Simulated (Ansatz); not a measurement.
Geometry optimisation, Ansatz 0.2.0, RKS PBE0-D4/def2-SVP.

Input:

```yaml
crystal:
  periodic: [false, false, false]
  atoms:
    - { symbol: "N", position_ang: [0.101, -1.9654, 0.1275] }
    - { symbol: C, position_ang: [-0.6098, -0.7519, 0.7278] }
    - { symbol: Si, position_ang: [0.0968, 0.875, 0.1155] }
    - { symbol: "N", position_ang: [0.3737, 0.893, -1.5638] }
    - { symbol: O, position_ang: [-0.7413, 2.232, 0.3911] }
    - { symbol: Cl, position_ang: [1.9797, 1.1767, 0.9329] }
    - { symbol: H, position_ang: [-0.55869, -2.41846, -0.45716] }
    - { symbol: H, position_ang: [0.88715, -1.64234, -0.40652] }
    - { symbol: H, position_ang: [-1.6636, -0.7582, 0.5034] }
    - { symbol: H, position_ang: [-0.5357, -0.82, 1.8424] }
    - { symbol: H, position_ang: [1.1798, 1.3292, -1.7482] }
    - { symbol: H, position_ang: [0.4451, -0.0868, -1.814] }
    - { symbol: H, position_ang: [-1.2396, 2.5965, -0.4014] }
basis:
  gaussian: { orbitals: def2-SVP }
hamiltonian:
  xc: pbe0
  dispersion: d4
relax:
  f_tol: 0.015
  max_steps: 40
output:
  orbitals: {}
```

Run as:

```bash
$ ansatz run input.yaml --threads 2 --pin off --max-ram 3072MiB --backend cpu --events-out ev --progress --plain --runs-dir out
```

Where does it end, and by what steps?

The forces met the threshold. After 12 steps the energy has fallen by 0.794 eV; H8 moved furthest, 1.21 Å.

```tsv
step	energy less start (eV)	largest force component (eV/Å)	accepted
0	0.0000	4.167	yes
1	-0.5578	0.954	yes
2	-0.6462	0.890	yes
3	-0.6927	0.926	yes
4	-0.7395	0.269	yes
5	-0.7647	0.676	yes
6	-0.7798	0.345	yes
7	-0.7883	0.057	yes
8	-0.7919	0.087	yes
9	-0.7928	0.126	yes
10	-0.7936	0.053	yes
11	-0.7936	0.049	yes
12	-0.7938	0.013	yes
```

```xyz
13
Properties=species:S:1:pos:R:3
N 0.057 -1.989 0.377
C -0.685 -0.749 0.591
Si 0.160 0.823 0.013
N 0.177 0.890 -1.706
O -0.490 2.228 0.609
Cl 2.078 0.758 0.833
H 0.186 -2.166 -0.618
H 0.994 -1.898 0.768
H -1.677 -0.829 0.112
H -0.902 -0.638 1.668
H 0.791 1.549 -2.175
H 0.134 0.023 -2.231
H -1.106 2.659 0.008
```

Run time: 64 s on 2 threads of Arm Neoverse V2 (shared host), peak memory 0.33 GiB.
